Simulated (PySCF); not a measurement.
**Rh(3+) (rhodium, charge +3) across methods**

[Kr] 4d6, high-spin 5D determinant. Computed with PySCF 2.14 in aug-cc-pVTZ-PP with ECP28MDF, with scalar relativity through the core potential. The B2PLYP total includes its PT2 part (frozen core); its orbital energies are those of the SCF part.

```tsv
method	E (hartree)	mean ε 4p β (eV)	mean ε 4d α (eV)	mean ε 4d β (eV)	Σ⟨r²⟩ (bohr²)	⟨S²⟩
r2SCAN0	-108.0630	-87.699	-43.263	-39.553	23.12	6.002
UHF	-107.48943	-94.342	-48.468	-44.052	23.07	6.003
M06-L	-108.1368	-84.818	-40.814	-37.848	22.96	6.002
LDA	-107.7715	-84.213	-40.798	-37.631	23.47	6.001
wB97M-V	-107.9796	-89.934	-45.228	-42.167	23.22	6.001
B2PLYP	-107.8826	-89.871	-44.892	-41.313	23.19	6.002
r2SCAN	-108.0840	-85.136	-41.226	-37.655	23.16	6.002
PBE0	-108.0409	-87.076	-42.885	-39.587	23.22	6.001
PBE	-108.0344	-84.169	-40.724	-37.719	23.32	6.001
```

Energies and moments cover only the electrons outside the core potential.
